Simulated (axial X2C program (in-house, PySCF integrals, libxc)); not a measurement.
## Correcting the dissociation energy of I₂ for spin–orbit coupling

A spin-free CCSD(T) curve (one-electron X2C) was computed with an axial X2C code built on PySCF integrals, basis I dyall-cv3z [11s12p8d4f1g] (cores contracted in-house), for the state M_S = 0, Λ = 0 (closed shell). It gives D0 = 1.809 eV to I + I, which in a spin-free picture are the weighted means of the ground terms.

Correlated methods: 14 electrons correlated (number of frozen shells: I 4 s, 3 p, 2 d), 294 virtual spin orbitals or spinors in MP2, 90 natural virtuals in coupled cluster.

Measured levels of the ground terms (NIST Handbook of Basic Atomic Spectroscopic Data), in cm⁻¹: I 2P: J = 3/2 at 0, J = 1/2 at 7603.1.

The molecular state has Λ = 0, so it has no first-order lowering.

Problem. How far does each ground level lie under the (2J+1)-weighted mean of its term?

Solution. I: (4 × 0 + 2 × 7603.1)/6 = 2534 cm⁻¹, counted twice.

Problem. Correct D0.

Solution. D0 = 1.809 + (0 − 5068)/8065.5 = 1.181 eV at CCSD(T) with these spin–orbit terms. The direct two-component run gives 1.290 eV; the difference holds second-order terms in the molecule, scalar two-electron terms, the gap between measured and computed atomic splittings (a 2c atom can miss part of its lowering) and, in coupled cluster, the truncation of each run.

Second-order spin–orbit effects in the molecule, which grow quickly with Z, are left out. The state is a single determinant with fixed occupations, the lowest that a limited PBE0 search found. Dissociation energies refer to the lowest single-determinant-based atoms at the same level and basis. CCSD and (T) use frozen natural virtuals with an MP2 correction for the truncation; (T) itself is uncorrected, so its De runs slightly low.
